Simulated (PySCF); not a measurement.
## B(2+): ionisation energy

B(2+) [He] 2s1 (2S) → B(3+) 1s2 (1S), as a difference of total energies. Calculation: PySCF 2.14, in aug-cc-pVDZ-DK (4s3p2d, 23 functions); the spin-free X2C one-electron Hamiltonian (Gaussian nucleus). The calculations carry no spin-orbit coupling.

| method | ionisation energy (eV) | error (eV) |
| --- | --- | --- |
| UHF | 37.733 | -0.198 |
| LDA | 37.761 | -0.170 |
| PBE | 38.158 | +0.227 |
| PBE0 | 38.115 | +0.184 |
| r2SCAN | 37.758 | -0.173 |
| TPSSh | 38.045 | +0.114 |
| B3LYP | 38.343 | +0.412 |
| PBEsol | 37.864 | -0.067 |
| HSE06 | 38.108 | +0.177 |

Reference: 37.931 eV (measured; NIST Atomic Spectra Database, ionization energies).
